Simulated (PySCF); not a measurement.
C2H7ClOSi2, SMILES C([SiH3])(O[SiH2]Cl)=C. Atoms are numbered in the order given.

```xyz
13

C     -1.1223     0.4779     1.3722
C     -1.1532    -0.2386     0.2383
Si    -2.6958    -1.0843    -0.4513
O     -0.0549    -0.4371    -0.5701
Si     1.5672    -0.3724    -0.1865
Cl     2.1965     1.5793     0.1382
H     -0.2204     0.9856     1.7270
H     -2.0301     0.5908     1.9674
H     -2.4566    -2.5524    -0.5548
H     -3.8422    -0.8195     0.4623
H     -2.9936    -0.5542    -1.8117
H      1.8204    -1.1406     1.0568
H      2.2754    -0.9020    -1.3697
```
Charge 0, spin multiplicity 1.

Coordinates come from a B3LYP-D3(BJ)/def2-SVP optimisation. The structure was generated by enumeration, and PubChem lists no compound with its InChIKey, so it may never have been made. The values are those of a single conformer.

All values below come from PySCF with PBE0/pcSseg-1.

GIAO shieldings, no solvent; atoms listed in one row are averaged. δ = σ(ref) − σ: ¹³C against TMS (σ = 186.3 ppm); ²⁹Si against TMS (σ = 352.7 ppm); ¹⁷O against H2O (σ = 334.2 ppm); ³⁵Cl against HCl (σ = 945.9 ppm); ¹H against TMS (σ = 31.56 ppm), references at their B3LYP-D3(BJ)/def2-TZVP geometries, non-relativistic (without spin–orbit terms, shifts of atoms bonded to Cl or Br come out too high).

Computed chemical shifts:
```
nucleus         atoms  count  δ (ppm)
-------  ------------  -----  -------
¹³C                C2      1    170.3
¹³C                C1      1    119.0
²⁹Si              Si5      1    -13.1
²⁹Si              Si3      1    -68.4
¹⁷O                O4      1    151.0
³⁵Cl              Cl6      1     57.4
¹H                 H7      1     5.80
¹H                H12      1     5.73
¹H                H13      1     5.59
¹H                 H8      1     5.52
¹H       H9, H10, H11      3     4.41
```
